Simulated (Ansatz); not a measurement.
**Ligand exchange: GaH2Br + GeH2(CH3)I → GaH2I + GeH2(CH3)Br**

Species: GaH2Br `[GaH2][Br]`, singlet; GeH2(CH3)I, singlet; GaH2I `[GaH2][I]`, singlet; GeH2(CH3)Br, singlet. The partners trade Br for I: Ga–Br and Ge–I bonds give way to Ga–I and Ge–Br.

Shapes, held fixed at every level: PBE0-D4/def2-TZVP. Programs: Ansatz 0.2.0. The zero-point and thermal change to 298 K, harmonic and unscaled (PBE0-D4/def2-TZVP), is 0.0 kJ/mol.

```json
{"level": "HF/def2-SVP", "kind": "Hartree–Fock", "ΔH(298 K) (kJ/mol)": "-0.3", "less CCSD(T)/def2-TZVPP": "-0.1", "CPU time (sum over the molecules)": "–"}
{"level": "PBE-D4/def2-TZVPP", "kind": "GGA", "ΔH(298 K) (kJ/mol)": "+0.6", "less CCSD(T)/def2-TZVPP": "+0.8", "CPU time (sum over the molecules)": "18 s"}
{"level": "r2SCAN-D4/def2-TZVPP", "kind": "meta-GGA", "ΔH(298 K) (kJ/mol)": "+0.5", "less CCSD(T)/def2-TZVPP": "+0.7", "CPU time (sum over the molecules)": "33 s"}
{"level": "PBE0-D4/def2-TZVPP", "kind": "global hybrid", "ΔH(298 K) (kJ/mol)": "+0.4", "less CCSD(T)/def2-TZVPP": "+0.6", "CPU time (sum over the molecules)": "21 s"}
{"level": "r2SCAN0-D4/def2-TZVPP", "kind": "global hybrid", "ΔH(298 K) (kJ/mol)": "+0.4", "less CCSD(T)/def2-TZVPP": "+0.6", "CPU time (sum over the molecules)": "36 s"}
{"level": "wB97M-V/def2-TZVPP", "kind": "range-separated hybrid", "ΔH(298 K) (kJ/mol)": "+0.8", "less CCSD(T)/def2-TZVPP": "+1.0", "CPU time (sum over the molecules)": "81 s"}
{"level": "CCSD(T)/def2-TZVPP", "kind": "coupled cluster or CI", "ΔH(298 K) (kJ/mol)": "-0.2", "less CCSD(T)/def2-TZVPP": "0.0", "CPU time (sum over the molecules)": "10 min"}
```

The highest level, CCSD(T)/def2-TZVPP, gives ΔH(298 K) = -0.2 kJ/mol; the levels span -0.3 to +0.8. That is about zero within the method's error. They disagree on the sign: 5 of 7 are positive. The column of differences is taken from that level and isn't an error. No measured value is set beside it here. For atoms past krypton def2 sets carry core potentials with scalar relativity. Relativity is left out for Br, Ga, Ge. Outer-core shells of Br, Ga, Ge, I are correlated, in sets that cover them unevenly. Times are processor times on shared x86 and Arm servers, and rough.
